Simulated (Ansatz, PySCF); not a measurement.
Gas-phase reaction (SMILES): FCBr [bromo(fluoro)methane] -> [CH2]F + Br atom; the Br-C bond at the site shown breaks (other sites are not compared here).

Structures are relaxed separately at B3LYP-D3(BJ)/def2-TZVP in Ansatz (a quantum-chemistry and plane-wave program). Cores are frozen in the correlated levels unless marked. Open shells are spin-unrestricted. No spin-orbit coupling. Frozen are the shells of the preceding noble gas and the d and f shells that filled before the atom's block. No relativistic terms. CBS(X,Y): correlation extrapolated as X^-3; Hartree-Fock from the larger set. Thermal terms are rigid-rotor harmonic-oscillator values from B3LYP-D3(BJ) frequencies (PySCF) at 298.15 K and 1 atm. 1 Eh = 627.5095 kcal/mol. Atoms have translation alone.

| species | E, CCSD(T)/CBS(cc-pVTZ,cc-pVQZ) (Ansatz) (Eh) | E, wB97M-V/def2-TZVPD (Ansatz) (Eh) | H - E (Eh) |
|---|---|---|---|
| FCBr | -2711.70895 | -2713.16853 | 0.03474 |
| [CH2]F | -138.95435 | -139.08191 | 0.02853 |
| Br atom | -2572.63391 | -2573.96842 | 0.00236 |

**Question.** Work out ΔE and ΔH at 298.15 K at the first level, then ΔH at the second.

**Answer.** 
1. ΔE = [(-138.95435) + (-2572.63391)] - [(-2711.70895)] = 0.12069 Eh = 75.7 kcal/mol at CCSD(T)/CBS(cc-pVTZ,cc-pVQZ).
2. The terms H - E add up to -0.00385 Eh, so ΔH = (0.12069 + (-0.00385))×627.5095 = 73.3 kcal/mol.
3. At wB97M-V/def2-TZVPD the same steps give ΔE = 74.2 and ΔH = 71.8 kcal/mol, a shift of -1.5 from the first level.
4. These values are not checked against measurement here, since the tables used lack a sound gas-phase enthalpy of formation for at least one species.
